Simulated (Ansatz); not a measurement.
Cost and result up the ladder for Be2O3 (5 atoms). Total charge 0; singlet. Geometry: PBE-D4/def2-TZVP.

Cartesian coordinates in Å:
```
Be -0.391 -0.413 0.884
Be 0.172 -0.300 -0.993
O -0.423 -1.377 -0.210
O 0.101 1.000 0.892
O 0.540 1.088 -0.574
```

Ansatz on 4 threads of Arm Neoverse V1 on a shared host. Times are rough, and most runs start from the orbitals of an earlier one. ωB97X-V/def2-TZVP serves as the yardstick here, not as an exact answer. Differences are given only for rows in sets of like size (and for xTB, whose basis is part of the method), since another set adds its own error. Binding counts from free atoms at the same level (Be singlet, O triplet; other spins of the atoms weren't run), without zero-point energy or a counterpoise term.

Correlated methods freeze 3 core orbitals. The structure holds 1 bond(s) between oxygen atoms. The structure comes from a short search, and lower isomers may exist.

Correlated methods converge slowly with the basis.

| level | functions | wall time | binding energy per atom (eV) | difference from ωB97X-V/def2-TZVP (eV) |
| --- | --- | --- | --- | --- |
| PBE-D4/def2-SVP | 60 | 0.4 s | 4.03 | – |
| PBE0-D4/def2-SVP | 60 | 0.45 s | 3.71 | – |
| MP2/def2-TZVP | 131 | 0.6 s | 3.89 | 0.08 |
| PBE-D4/def2-TZVP (with forces) | 131 | 0.8 s | 4.08 | 0.27 |
| BHLYP-D4/def2-TZVP | 131 | 0.85 s | 3.50 | -0.31 |
| CAM-B3LYP-D4/def2-TZVP | 131 | 0.95 s | 3.87 | 0.06 |
| PBE-D4/def2-TZVPD | 164 | 1.1 s | 4.09 | 0.28 |
| PBE0-D4/def2-TZVPD | 164 | 1.1 s | 3.81 | 0.00 |
| r2SCAN-D4/def2-TZVP | 131 | 1.3 s | 3.93 | 0.12 |
| RPA@PBE/def2-TZVP | 131 | 1.3 s | 3.28 | -0.53 |
| r2SCANh-D4/def2-TZVP | 131 | 1.4 s | 3.84 | 0.03 |
| r2SCAN-D4/def2-TZVPD | 164 | 1.7 s | 3.94 | 0.13 |
| ωB97X-V/def2-TZVP | 131 | 2.4 s | 3.81 | 0.00 |
| CCSD(T)/def2-TZVPP | 131 | 4.3 s | 3.54 | -0.27 |
